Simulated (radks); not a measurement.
Results of a calculation; reference values are marked as such.
Yb II, configuration [Xe] 4f14 6s1 (the NIST ground configuration). Level of theory: non-relativistic Kohn-Sham, r2SCAN, spin-polarised, spherical densities, point nucleus; open shells are filled with parallel spins first (spin-orbit coupling, left out, can overturn this in heavy ions); meta-GGA in the generalised Kohn-Sham scheme; relativity is left out, which matters for an element this heavy (a radial shooting solver on a logarithmic mesh with Libxc functionals).

Radial electron density D(r) = 4 pi r^2 rho(r):

| r (bohr) | D(r) (e/bohr) | spin D(r) |
|---|---|---|
| 0.002896 | 17.21 | 0.000594 |
| 0.003371 | 21.83 | 0.000750 |
| 0.003956 | 27.71 | 0.000945 |
| 0.004605 | 34.30 | 0.00116 |
| 0.005361 | 41.84 | 0.00140 |
| 0.006291 | 50.64 | 0.00166 |
| 0.007324 | 59.50 | 0.00189 |
| 0.008527 | 68.34 | 0.00209 |
| 0.01001 | 76.91 | 0.00221 |
| 0.01165 | 83.54 | 0.00219 |
| 0.01356 | 87.93 | 0.00201 |
| 0.01591 | 89.62 | 0.00161 |
| 0.01853 | 88.47 | 0.00107 |
| 0.02157 | 85.49 | 0.000468 |
| 0.02531 | 82.20 | -0.0000198 |
| 0.02946 | 81.23 | -0.0000802 |
| 0.0343 | 84.41 | 0.000499 |
| 0.04025 | 93.04 | 0.00189 |
| 0.04686 | 104.8 | 0.00369 |
| 0.05455 | 116.2 | 0.00525 |
| 0.06402 | 122.7 | 0.00563 |
| 0.07453 | 120.7 | 0.00420 |
| 0.08676 | 111.8 | 0.00152 |
| 0.1018 | 101.3 | -0.000621 |
| 0.1185 | 97.46 | 0.000285 |
| 0.138 | 102.1 | 0.00438 |
| 0.1619 | 110.0 | 0.00850 |
| 0.1885 | 109.7 | 0.00700 |
| 0.2195 | 96.18 | -0.00122 |
| 0.2575 | 73.76 | -0.0106 |
| 0.2998 | 57.85 | -0.0111 |
| 0.349 | 55.31 | -0.00255 |
| 0.4096 | 62.25 | 0.00364 |
| 0.4768 | 65.80 | -0.00366 |
| 0.5551 | 59.29 | -0.0165 |
| 0.6514 | 44.55 | -0.0133 |
| 0.7584 | 30.40 | 0.0160 |
| 0.8829 | 20.72 | 0.0549 |
| 1.036 | 15.32 | 0.0722 |
| 1.206 | 12.33 | 0.0507 |
| 1.404 | 9.557 | 0.0112 |
| 1.648 | 6.483 | -0.00410 |
| 1.918 | 3.889 | 0.0387 |
| 2.233 | 2.061 | 0.134 |
| 2.621 | 1.015 | 0.253 |
| 3.051 | 0.5952 | 0.335 |
| 3.552 | 0.4242 | 0.350 |
| 4.168 | 0.3037 | 0.288 |
| 4.852 | 0.1910 | 0.188 |
| 5.649 | 0.09597 | 0.0955 |
| 6.629 | 0.03478 | 0.0347 |
| 7.717 | 0.009710 | 0.00971 |
| 8.984 | 0.001937 | 0.00194 |
| 10.54 | 0.0002376 | 0.000238 |

D(r) has 4 maxima, at r = 0.0160, 0.0666, 0.174, 0.469 bohr, and minima at 0.0285, 0.118, 0.333 bohr, inside which lie 1.96, 11.47, 29.99 electrons.
